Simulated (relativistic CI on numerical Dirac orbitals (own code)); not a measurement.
## Hyperfine structure of Ag XII, mass number 107

Method of calculation: Dirac-Coulomb-Breit CI, separate exchange-only KLI orbitals for each configuration, model QED (radiative potential, 1s self-energy scaled to tabulated hydrogen-like ionisation energies), unscaled Slater integrals (own radial code, finite nucleus).

CI space (outside the closed core [Ar] 3d10): 4s²4p⁶, 4s²4p⁵4d, 4s4p⁶4d, 4s²4p⁵4f, 4s4p⁶4f, 4s²4p⁵5s, 4s²4p⁵5p, 4s²4p⁵5d, 4s4p⁶5s, 4p⁶4d², 4p⁵4d³, 4p⁵4d²4f, 4p⁵4d²5s, 4p⁵4d²5p, 4p⁶4f², 4p⁵4d4f², 4p⁵4f³, 4p⁵4f²5s, 4p⁵4f²5p. Double excitations out of closed p, d and f shells are left out; levels of such configurations are missing from the list, as are those of other unlisted configurations, and high levels can miss mixing partners. These lack a partner that the ground configuration has and come out too high: 4s²4p⁵5d.

Nuclear spin I = 1/2, μ = -0.11352 μN (tables of Stone and Pyykkö). The electronic factors are computed for point nuclear moments, without core polarisation or the Bohr-Weisskopf and QED corrections.

```csv
Level,E (cm⁻¹),A (MHz)
4s²4p⁵4d ³P°1,450679,-302.4
4s²4p⁵4d ³P°2,464308,-193.1
4s²4p⁵4d ³F°4,465442,-715
4s²4p⁵4d ³F°3,467793,-1071
4s²4p⁵4d ³F°2,478139,-1159
4s²4p⁵4d ³D°3,496792,-612.3
4s²4p⁵4d ³D°1,514821,336.5
4s²4p⁵4d ³D°2,532829,828.4
```

Levels with J = 0, under 50 % of one LS term, or S terms without an open s electron are left out. Small factors come from cancelling terms and can be off by tens of per cent or more.

At this charge energies of transitions that change n are usually good to better than 1 %, and those within a shell (Δn = 0) to a few per cent.

**Question.** Give the hyperfine levels of 4s²4p⁵4d ³F°4 relative to its centre of gravity.

**Answer.** With K = F(F + 1) − I(I + 1) − J(J + 1), E = AK/2: F = 7/2: 1787, F = 9/2: -1430 MHz.

LS names give the leading component of a level, which can be under half, so a name can repeat, a term be missing and a line seem to break the LS rules.
